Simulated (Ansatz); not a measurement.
MoCl₆. The state is a singlet with charge 0. Geometry r2SCAN-D4/def2-SVP, basis def2-TZVP, Ansatz.

Cartesian coordinates in Å:
```
Mo 0.000 0.000 -0.001
Cl 0.297 -1.219 -1.938
Cl -0.299 1.222 1.935
Cl -2.155 0.514 -0.649
Cl 2.153 -0.516 0.652
Cl 0.777 1.893 -1.067
Cl -0.774 -1.894 1.068
```

```
run  HOMO (eV)  LUMO (eV)
  A      -8.69      -6.32
  B     -10.38      -5.43
  C      -9.18      -5.96
  D      -7.83      -6.27
  E      -8.20      -6.47
  F     -10.50      -5.15
```

In the def2 sets Mo takes a core potential; there is no spin–orbit coupling.

The runs used BHLYP, CAM-B3LYP, PBE, PBE0, r2SCAN, r2SCANh. Estimate which is which.

A r2SCANh (10 % exact exchange); B BHLYP (50 % exact exchange); C PBE0 (25 % exact exchange); D PBE (0 % exact exchange); E r2SCAN (0 % exact exchange); F CAM-B3LYP (range-separated). Exact exchange lowers occupied and raises empty levels; among semilocal functionals meta-GGAs tend to open the gap a little, and such runs are hard to tell apart. The gap grows from 1.56 eV (PBE) to 5.35 eV (CAM-B3LYP).
